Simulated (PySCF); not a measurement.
Species: C₇H₁₁FSi.
SMILES with atom numbers: `[CH2:1]=[CH:2][C@@H:3]1[CH:4]=[C:5]([CH2:6][SiH3:7])[C@@H:8]1[F:9]`

NICS is the negative of the GIAO shielding at a point without a nucleus: at the ring centre (0) and 1 Å above and below it (1); zz is the component along the ring normal. Level: GIAO PBE0/pcSseg-1 (PySCF, non-relativistic, gas phase) on the GFN2-xTB geometry, one conformer.

Ring bond lengths (Å), with Mayer bond orders in brackets: C3–C4 1.515 (1.02), C4–C5 1.335 (1.73), C5–C8 1.509 (0.99), C8–C3 1.563 (0.98).

Q: What do the NICS probes read (ppm)?

A: 
```json
{"ring": "C3–C4–C5–C8", "type": "4-membered carbocycle; formal bonds 1 double, 3 single", "NICS(0)": "0.0", "NICS(1), two faces": "-4.6 / -1.5", "NICS(1)zz, two faces": "-3.1 / 3.8", "rms pucker (Å)": "0.02", "centre to ring atoms, mean (Å)": "1.05"}
```

Q: What can be read from them?

A: 
- C3–C4–C5–C8: mean NICS(1)zz 0.3 ppm, near zero. C3, C8 have four or more neighbours, so the value isn't read as a sign of a π ring current. The two faces differ by 6.9 ppm, so no symmetry operation interchanges them.

Q: At the first NICS(1) probe listed for ring C3–C4–C5–C8, 1 Å off the ring, what do the in-plane components average?

A: The isotropic value is a third of the trace: (3 × -4.6 − (-3.1))/2 = -5.3 ppm.

Q: List the ring angles and the Hirshfeld charges of the ring atoms.

A: 
- C3–C4–C5–C8: C3 84.6° (-0.039 e), C4 95.3° (-0.047 e), C5 93.3° (-0.005 e), C8 86.8° (+0.060 e); sum 359.9° against 360° for a flat convex ring.

Q: How shielded are the nuclei of the rings and their hydrogens (means over atoms taken as equivalent)?

A: 
```
  atoms                      environment  σ isotropic (ppm)  principal values of the symmetric part, first atom (ppm)
     C3                   allylic carbon              130.6                                       116.3, 129.2, 146.3
     C4                 alkene CH carbon               46.1                                        -60.1, 53.5, 144.7
     C5  fully substituted alkene carbon               27.7                                        -83.7, 28.7, 138.2
     C8                   sp3 C–F carbon               92.6                                         59.5, 83.5, 134.9
H on C3                 methine hydrogen              28.33                                          25.2, 28.1, 31.7
H on C4                 vinylic hydrogen              25.59                                          23.3, 25.5, 28.1
H on C8                 methine hydrogen              26.32                                          23.5, 25.6, 29.8
```

Time: 46 s wall; peak memory 0.96 GiB. Hardware: Arm Neoverse V1, one thread, no GPU (shared host). This is the whole shielding run at PBE0/pcSseg-1, SCF included.

Shape of the structure used: `[CH2:1]=[CH:2][C@@H:3]1[CH:4]=[C:5]([CH2:6][SiH3:7])[C@@H:8]1[F:9]`: C1–C2–C3–C4 -130°, C4–C5–C6–Si7 -102°.
